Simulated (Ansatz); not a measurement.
Cost and result up the ladder for PbSe₂ (3 atoms). Charge 0, multiplicity 1. Geometry: r2SCAN-D4/def2-TZVP.

```xyz
3

Pb    0.002    0.002   -0.002
Se    1.598   -1.746   -0.246
Se   -1.600    1.744    0.249
```

Ansatz on 4 threads of AMD EPYC 7B13 on a shared host. Times are rough, and most runs start from the orbitals of an earlier one. ωB97M-V/def2-TZVP serves as the yardstick here, not as an exact answer. Binding counts from free atoms at the same level (Pb triplet, Se triplet; other spins of the atoms weren't run), without zero-point energy or a counterpoise term.

In the def2 sets Pb takes a core potential; there is no spin–orbit coupling. Correlated methods freeze 22 core orbitals; core or outer-core shells of Pb, Se are correlated, in sets that lack core-valence functions. Another isomer (singlet) lies 1.01 eV lower at PBE0-D4/def2-TZVP; other spin states weren't run for this one.

Correlated methods converge slowly with the basis.

```json
{"level": "PBE-D4/def2-TZVP (with forces)", "functions": "146", "wall time": "1.4 s", "binding energy per atom (eV)": "2.21", "difference from ωB97M-V/def2-TZVP (eV)": "0.34"}
{"level": "PBE0-D4/def2-TZVP", "functions": "146", "wall time": "1.8 s", "binding energy per atom (eV)": "2.02", "difference from ωB97M-V/def2-TZVP (eV)": "0.15"}
{"level": "r2SCAN-D4/def2-TZVP", "functions": "146", "wall time": "2.1 s", "binding energy per atom (eV)": "2.07", "difference from ωB97M-V/def2-TZVP (eV)": "0.20"}
{"level": "r2SCANh-D4/def2-TZVP", "functions": "146", "wall time": "2.7 s", "binding energy per atom (eV)": "2.00", "difference from ωB97M-V/def2-TZVP (eV)": "0.13"}
{"level": "ωB97M-V/def2-TZVP", "functions": "146", "wall time": "4.4 s", "binding energy per atom (eV)": "1.87", "difference from ωB97M-V/def2-TZVP (eV)": "0.00"}
{"level": "CCSD(T)/def2-TZVPP", "functions": "146", "wall time": "7 s", "binding energy per atom (eV)": "1.89", "difference from ωB97M-V/def2-TZVP (eV)": "0.01"}
```
